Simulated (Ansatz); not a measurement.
`CC[Si]OC` + H₂ → `CO[SiH]` + `CC` at 500 K and 1 bar (hydrogenolysis of the Si–C bond).

Isolated molecules relaxed with PBE0-D4/def2-TZVP in Ansatz; ΔE leaves out vibrations. CCSD(T)/CBS adds triple-zeta CCSD(T) − MP2 to the extrapolated MP2 energy (def2 sets, frozen cores). This one scheme is used for every species. Each species was taken in one conformer, which may not be the lowest.

```json
{"species": "`CC[Si]OC`", "CCSD(T)/CBS energy (Eh)": "-483.21274", "H − E (kJ/mol)": "331.2", "S (J/(mol·K))": "424.0"}
{"species": "H₂", "CCSD(T)/CBS energy (Eh)": "-1.17544", "H − E (kJ/mol)": "41.0", "S (J/(mol·K))": "145.5"}
{"species": "`CO[SiH]`", "CCSD(T)/CBS energy (Eh)": "-404.67988", "H − E (kJ/mol)": "158.5", "S (J/(mol·K))": "317.8"}
{"species": "`CC`", "CCSD(T)/CBS energy (Eh)": "-79.71954", "H − E (kJ/mol)": "220.5", "S (J/(mol·K))": "259.9"}
```

H − E and S are ideal-gas, rigid-rotor, harmonic terms from PBE0-D4/def2-TZVP, for one conformer and one mirror image of each species. For small species the MP2-based limit differs from directly extrapolated CCSD(T) by up to some mEh (0.8 for H₂); such offsets cancel only in part. 1 Eh = 2625.50 kJ/mol, R = 8.31446 J/(mol·K).

Q: By hand: ΔE, ΔH, ΔS and ΔG.

A: ΔE = (-404.67988) + (-79.71954) − (-483.21274) − (-1.17544) = -0.01124 Eh = -29.5 kJ/mol. Δ(H − E) = 158.5 + 220.5 − 331.2 − 41.0 = 6.8, so ΔH = -22.7 kJ/mol. ΔS = 317.8 + 259.9 − 424.0 − 145.5 = 8.2 J/(mol·K). ΔG = -22.7 − 500 × (8.2)/1000 = -26.8 kJ/mol.

Q: By hand: the equilibrium constant, and the temperature at which ΔG would vanish if ΔH and ΔS stayed fixed.

A: log₁₀ K = −ΔG/(RT ln 10) = 2.8. ΔH and −TΔS have one sign here, so there is no such temperature.

The number of gas molecules stays the same, so ΔS is small and ΔH decides. A doubt of 5 kJ/mol in ΔE shifts log₁₀ K by 0.5 here. Other conformers and mirror images would add mixing entropy, several J/(mol·K) or more a flexible species. These are equilibria of isolated gas molecules and say nothing of rates. Largest T1 diagnostic: 0.015 (customary marks: 0.02 for closed shells, 0.045 for open ones).

ΔS is within the doubt of such terms, so its sign, and with it that verdict, could turn.
